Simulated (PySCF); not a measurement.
## Computed structure and properties of [DyF3(NH3)]−

System: [DyF3(NH3)]− (singlet in the valence; each metal's 4f electrons, 10 of them, lie in its core potential, out of spins and levels); start: template (C3v). Method: PySCF 2.14.0, RKS PBE0, Dy lcecp-0-SVP with ECP56, F def2-SVP, N def2-SVP, H def2-SVP; non-relativistic Hamiltonian with scalar-relativistic core potentials where named; density fitting; no spin-orbit coupling.

Input of the relaxation:

```python
mol = gto.M(atom='''
Dy     0.01055    -0.01055     0.01055
F      1.29525     1.27415     1.29525
F     -1.27415    -1.29525     1.29525
F      1.29525    -1.29525    -1.27415
N     -1.52955     1.52955    -1.52955
H     -2.14275     2.14275    -0.99245
H     -0.99245     2.14275    -2.14275
H     -2.14275     0.99245    -2.14275''',
    basis={'Dy': 'lcecp-0-SVP', 'F': 'def2-SVP', 'N': 'def2-SVP', 'H': 'def2-SVP'},
    ecp={'Dy': 'lcecp-0-SVP'},
    charge=-1, spin=0)
mf = dft.RKS(mol, xc='PBE0')
mf.grids.atom_grid = (50, 194)  # f atoms: unpruned, at least (60, 302)
mf = mf.density_fit()  # fitting sets: Dy AutoAux, F def2-universal-JKFIT, N def2-universal-JKFIT, H def2-universal-JKFIT
mf.conv_tol = 1e-08; mf.max_cycle = 55
mf.kernel(dm0)  # dm0: converged density of the start geometry
# quasi-Newton relaxation in Cartesian coordinates to a largest gradient under 0.00045 Eh/bohr, steps kept in the point group
```

Run from Python with OMP_NUM_THREADS=2; the lines above give its settings. Where DIIS fails, smearing, a level shift and second-order steps follow.
It took 39 s on 2 threads of Arm Neoverse V2 (shared host), from the converged density of the start.

Course of the relaxation:

```tsv
step	energy above end (eV)	largest force component within the symmetry (eV/Å)
0	0.2668	0.819
1	0.1806	0.581
2	0.0549	0.184
3	0.0222	0.095
4	0.0134	0.103
5	0.0075	0.074
6	0.0040	0.077
7	0.0026	0.068
8	0.0008	0.035
9	0.0001	0.026
10	0.0000	0.011
11	0.0000	0.004
```

Relaxed geometry (C3v):

```xyz
8

Dy    0.1468   -0.1468    0.1468
F     1.1141    1.5863    1.1141
F    -1.5863   -1.1141    1.1141
F     1.1141   -1.1141   -1.5863
N    -1.4106    1.4106   -1.4106
H    -2.0079    2.0079   -0.8429
H    -0.8429    2.0079   -2.0079
H    -2.0079    0.8429   -2.0079
```

```
     contact      Å
  Dy1–F2 (F)  2.208
  Dy1–F3 (F)  2.208
  Dy1–F4 (F)  2.208
Dy1–N5 (NH3)  2.698
```

On the finer grid (75, 302):

| Quantity | Value |
| --- | --- |
| HOMO | not given (4f levels lie in the core) |
| LUMO | not given (4f levels lie in the core) |
| Dipole about the centre of mass | 4.56 D |
| Set of Mulliken populations of Dy1 outside the core potential | s 2.16, p 6.30, d 0.87, f 0.04 |
| D3(BJ) dispersion energy (not in the energies) | -0.105 eV |

```
atom  Mulliken (e)  Löwdin (e)  spin (e)
 Dy1          0.63        0.32      0.00
  F2         -0.59       -0.51      0.00
  F3         -0.59       -0.51      0.00
  F4         -0.59       -0.51      0.00
  N5         -0.27       -0.05      0.00
  H6          0.14        0.08      0.00
  H7          0.14        0.08      0.00
  H8          0.14        0.08      0.00
```

The 4f levels lie in the core potential and are missing. Their spin isn't counted.

On the grid (50, 194), as all that follows. Harmonic modes: a minimum within the noise of the softest modes; lowest 50 cm⁻¹ (negative: unstable), highest 3668 cm⁻¹, zero-point energy 1.105 eV.

Taking off one F (charge -1, singlet; the rest: singlet) in vacuum, both parts rigid, costs 4.77 eV; the small basis without counterpoise inflates it.

Rigid scan of F along the line from its metal:

```csv
distance to F2 (Å),energy (eV)
1.91,0.760
2.01,0.285
2.11,0.061
2.21,0.000
2.31,0.045
2.41,0.155
2.61,0.475
2.91,1.016
3.31,1.677
3.81,2.341
```

Taking off one NH3 (charge 0, singlet; the rest: singlet) in vacuum, both parts rigid, costs 0.61 eV; the small basis without counterpoise inflates it.

Rigid scan of NH3 along the line from its metal:

distance to N5 (Å), energy (eV) and a bar:
```
     2.40      0.195 ###########
     2.50      0.074 ####
     2.60      0.016 #
     2.70      0.000 
     2.80      0.012 #
     2.90      0.041 ##
     3.10      0.124 #######
     3.40      0.261 ###############
     3.80      0.410 #######################
     4.30      0.529 ##############################
```

One start shape was tried, so this needn't be the lowest isomer.

An lcecp potential fixes the number of 4f electrons, so in runs with it no electron can move into or out of that shell; real Dy(II) is rare or takes another configuration.
